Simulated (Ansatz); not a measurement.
These are frozen-core CCSD(T)/cc-pVTZ // CAM-B3LYP-D3(BJ)/def2-TZVP in Ansatz (a program for electronic structure) values and carry that method's errors.

Ansatz 0.2 input:
```yaml
crystal:
  periodic: [false, false, false]
  atoms:
    - { symbol: F, position_ang: [1.609014, -0.116715, -0.05391] }
    - { symbol: Si, position_ang: [0.094218, 0.174692, -0.05518] }
    - { symbol: H, position_ang: [-0.361087, 1.52767, -0.341994] }
    - { symbol: H, position_ang: [-0.715068, -1.069905, -0.590523] }
    - { symbol: H, position_ang: [-0.645858, -0.70351, 1.027436] }
basis:
  gaussian: { orbitals: cc-pVTZ }
correlation:
  method: ccsd_t
total_charge: 1
magnetization:
  spin_polarized: true
  initial_magnetization: 1
```

Output:

```
Functional definition: HF
619 factors; integrals over basis functions are off by at most 1.0e-3 eV
mean field evaluation 1: about -10601.4120 eV, gradient 4.3e1 eV
mean field evaluation 2: about -10601.4202 eV, gradient 4.3e1 eV
mean field evaluation 4: about -10607.3901 eV, gradient 2.5e0 eV
mean field evaluation 8: about -10607.4743 eV, gradient 1.5e-1 eV
mean field evaluation 16: about -10607.4458 eV, gradient 7.9e-1 eV
mean field evaluation 32: about -10600.6533 eV, gradient 1.7e1 eV
mean field -10607.47468639 eV, -389.8175047204 hartree, gradient 2.3e-6 eV, S^2 0.769390; 2 other end points of the search recorded, 0 dependent functions left out
6 core orbitals not correlated
reference -10607.47468639 eV, -389.8175047204 hartree; 7, 6 occupied and 93, 94 virtual orbitals, 619 factors
second order -9.80912508 eV of doubles, -0.00000000 eV of singles
cycle   1  -9.96732233 eV  change   -1.6e-1 eV  update   7.9e-2
cycle   2  -10.24390427 eV  change   -2.8e-1 eV  update   2.8e-2
cycle   3  -10.34028308 eV  change   -9.6e-2 eV  update   1.7e-2
cycle   4  -10.33198676 eV  change    8.3e-3 eV  update   5.0e-3
cycle   5  -10.33188357 eV  change    1.0e-4 eV  update   2.7e-3
cycle   6  -10.33383486 eV  change   -2.0e-3 eV  update   9.1e-4
cycle   7  -10.33367440 eV  change    1.6e-4 eV  update   4.6e-4
cycle   8  -10.33362486 eV  change    5.0e-5 eV  update   1.4e-4
cycle   9  -10.33367879 eV  change   -5.4e-5 eV  update   6.4e-5
cycle  10  -10.33364907 eV  change    3.0e-5 eV  update   2.3e-5
cycle  11  -10.33365907 eV  change   -1.0e-5 eV  update   9.6e-6
perturbative correction -0.30010505 eV, -0.0110286572 hartree
Total energy: -10618.10845052 eV, -390.2082883441 hartree
```

Cost: about 20 core-seconds (a rough figure).
